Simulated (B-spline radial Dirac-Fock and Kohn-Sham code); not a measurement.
# Characteristic X-ray lines: Au³⁵⁺

System: the Au³⁵⁺ ion, [Kr] 4d8.

The run's input, task.json:

```json
{"items": [{
  "Z": 79,
  "q": 35,
  "cfg": [[1, 0, 2], [2, 0, 2], [2, 1, 6], [3, 0, 2], [3, 1, 6], [3, 2, 10], [4, 0, 2], [4, 1, 6], [4, 2, 8]],
  "A": 197,
  "rrms": 5.4371,
  "do": ["binding"]
}]}
```

Command: `python xray_run.py task.json out`

Method: Dirac-Fock energy differences between relaxed states, corrected for Breit and QED terms. Computed with a radial atomic solver. A line energy is the difference of two single-hole energies; the list is a selection of electric-dipole transitions between resolved j subshells. Electron correlation is not included.

```csv
line,energy (eV),wavelength (Å)
Kβ2' (K-N3),80364.1,0.15428
Kβ2'' (K-N2),80243.2,0.15451
Kβ1 (K-M3),77985.3,0.15898
Kβ3 (K-M2),77573.8,0.15983
Kα1 (K-L3),68792.5,0.18023
Kα2 (K-L2),66979.0,0.18511
Lγ3 (L1-N3),14014.1,0.88471
Lγ2 (L1-N2),13893.1,0.89241
Lγ5 (L2-N1),13140.4,0.94353
Lβ3 (L1-M3),11635.2,1.0656
Lβ6 (L3-N1),11327.0,1.0946
Lβ4 (L1-M2),11223.7,1.1047
```
